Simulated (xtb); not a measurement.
hydrogen peroxide (H2O2), singlet, geometry from GFN2-xTB, atoms displaced at random by about 0.05 Å a coordinate. Base run: GFN2-xTB run with xtb.

Input for xtb:
```
$ xtb mol.xyz --gfn 2 --opt --json

# file mol.xyz
4

O     -0.09592483     0.64809742    -0.01303808
O      0.06478317    -0.71130631     0.04284357
H      0.84314034     0.91714503     0.02214399
H     -0.90859931    -0.96898118     0.12993585
```

Variants of this job, named by their change:

```json
[
 {"change": "base", "ΔE vs base (kJ/mol)": "0.00", "optimiser steps": "6"},
 {"change": "engine = inertial", "ΔE vs base (kJ/mol)": "0.07", "optimiser steps": "-"},
 {"change": "opt level = sloppy", "ΔE vs base (kJ/mol)": "0.02", "optimiser steps": "4"},
 {"change": "opt level = vtight", "ΔE vs base (kJ/mol)": "0.00", "optimiser steps": "8"},
 {"change": "opt level = extreme", "ΔE vs base (kJ/mol)": "0.00", "optimiser steps": "8"},
 {"change": "opt level = crude", "ΔE vs base (kJ/mol)": "0.04", "optimiser steps": "3"},
 {"change": "alpb = dmso", "ΔE vs base (kJ/mol)": "___", "optimiser steps": "4"},
 {"change": "alpb = chcl3", "ΔE vs base (kJ/mol)": "___", "optimiser steps": "4"},
 {"change": "opt level = tight", "ΔE vs base (kJ/mol)": "0.00", "optimiser steps": "7"},
 {"change": "opt level = loose", "ΔE vs base (kJ/mol)": "0.02", "optimiser steps": "4"}
]
```

**Question.** Fill in the missing entries.

**Answer.** 
- alpb = dmso, ΔE vs base (kJ/mol): -46.5
- alpb = chcl3, ΔE vs base (kJ/mol): -8.89
